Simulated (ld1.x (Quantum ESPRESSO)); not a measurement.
**Configuration tests for Co (Z = 27) (TM)**

ld1.x (Quantum ESPRESSO) 7.5 input, shortened:

```
&input
   title='Co', zed=27., rel=1, dft='PZ', iswitch=3,
   config='[Ar] 3d7 4s2 4p0'
 /
 &inputp
   pseudotype=2, tm=.true., lloc=-1, rcloc=1.30,
   nlcc=.true., rcore=0.95
 /
3
4S  1  0   2.00   0.00  2.10  2.10  0.0
4P  2  1   0.00   0.00  2.70  2.70  0.0
3D  3  2   7.00   0.00  1.65  1.65  0.0
 &test
   configts(1)='3d7 4s2 4p0'
 /
```

Energies are relative to the spin-unpolarised reference configuration 3d7 4s2 4p0; without spin polarisation the order of configurations can differ from experiment. Spin-polarised rows fill each open shell by Hund’s rule, majority spin first.

```csv
valence configuration,charge,ΔE all-electron (eV),error AE − PS (meV)
3d7 4s1 4p0,+1,9.296,-5.6
3d7 4s0 4p0,+2,26.380,-34
3d6 4s0 4p0,+3,62.569,-138
3d8 4s0 4p0,+1,6.705,-177
3d5 4s0 4p0,+4,118.220,-753
3d6 4s2 4p0,+1,15.460,-170
3d7 4s2 4p0 (spin-polarised),0,-1.983,+229
3d7 4s1 4p0 (spin-polarised),+1,6.717,+215
```

What are ΔE and the potential's error for 3d7 4s0 4p1?

ΔE = 14.748 eV all-electron; the error (AE − PS) is +0.3 meV.

These tests converged, but a pseudo level misses the all-electron one widely, so the file describes the atom poorly there or has found another state: 3d5 4s0 4p0: empty 4p by 4.8 eV (a node warning on the way).

Note: ghost state, extra bound levels that the all-electron valence spectrum of the same l lacks: s at -50.7 eV. A true bound ghost makes a file unfit for plane-wave use.
